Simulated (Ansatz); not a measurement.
System (SMILES): [BH2] (BH2), doublet.
Atoms: B1, H2, H3. Bonds: B1-H2, B1-H3.

Basis-set convergence of the optimised B1-H2 bond length at CCSD(T) with Ansatz (a program for electronic structure). The reference of a correlated method is not its basis-set limit, which lies further on. Cartesian d functions, on some or all atoms, in 6-31G*, 6-31+G*; all else is spherical. Cores are frozen. Open shells are unrestricted. No added dispersion term, no relativity. Reference: the value in def2-QZVPP, 1.1875 Å, itself unsure by roughly 0.0001 Å (its distance from cc-pVQZ). Deviations are taken from unrounded values.

| basis | functions | optimised B1-H2 bond length (Å) |
|---|---|---|
| 6-31G* | 19 | 1.1952 |
| 6-31+G* | 23 | 1.1947 |
| cc-pVDZ | 24 | 1.2075 |
| aug-cc-pVDZ | 41 | 1.2051 |
| def2-SVP | 24 | 1.2028 |
| def2-SVPD | 36 | 1.2016 |
| pcseg-1 | 24 | 1.1930 |
| aug-pcseg-1 | 41 | 1.1937 |
| 6-311G** | 30 | 1.1927 |
| 6-311+G** | 34 | 1.1925 |
| def2-TZVP | 43 | 1.1909 |
| def2-TZVPD | 55 | 1.1918 |
| cc-pVTZ | 58 | 1.1890 |
| aug-cc-pVTZ | 92 | 1.1893 |
| pcseg-2 | 58 | 1.1864 |
| aug-pcseg-2 | 92 | 1.1872 |
| def2-TZVPP | 59 | 1.1888 |
| def2-TZVPPD | 71 | 1.1889 |

What the diffuse functions change, pair by pair:
- 6-31G* to 6-31+G*: 4 more functions, deviation 0.0078 to 0.0072 Å
- cc-pVDZ to aug-cc-pVDZ: 17 more functions, deviation 0.0201 to 0.0177 Å
- def2-SVP to def2-SVPD: 12 more functions, deviation 0.0154 to 0.0141 Å
- pcseg-1 to aug-pcseg-1: 17 more functions, deviation 0.0055 to 0.0062 Å
- 6-311G** to 6-311+G**: 4 more functions, deviation 0.0053 to 0.0050 Å
- def2-TZVP to def2-TZVPD: 12 more functions, deviation 0.0034 to 0.0043 Å
- cc-pVTZ to aug-cc-pVTZ: 34 more functions, deviation 0.0015 to 0.0018 Å
- pcseg-2 to aug-pcseg-2: 34 more functions, deviation -0.0011 to -0.0003 Å
- def2-TZVPP to def2-TZVPPD: 12 more functions, deviation 0.0013 to 0.0014 Å

They bring the value nearer the reference by more than 0.0001 Å in 5 of 9 pairs.
